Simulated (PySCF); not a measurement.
Ionisation energy of W by level of theory

W [Xe] 4f14 5d4 6s2 (5D) → W⁺ [Xe] 4f14 5d4 6s1 (6D), as a difference of total energies. Calculation: PySCF 2.14, in aug-cc-pVQZ-PP with ECP60MDF; a scalar-relativistic core potential. Correlated levels: valence: 5s2 5p6 frozen. The calculations carry no spin-orbit coupling.

| method | ionisation energy (eV) | error (eV) |
| --- | --- | --- |
| UHF | 5.883 | -1.942 |
| LDA | 7.907 | +0.082 |
| PBE | 7.483 | -0.342 |
| PBE0 | 7.279 | -0.546 |
| r2SCAN | 7.072 | -0.753 |
| MN15 | 7.861 | +0.036 |
| BHandHLYP | 7.472 | -0.353 |
| TPSSh | 7.294 | -0.531 |
| MP2 (valence) | 7.277 | -0.548 |
| SCS-MP2 (valence) | 7.564 | -0.261 |

Reference: 7.825 eV (measured; NIST levels, between the centres of gravity of the two terms).

MP2 underrates the near-degeneracy of ns² with np² in the lower species.
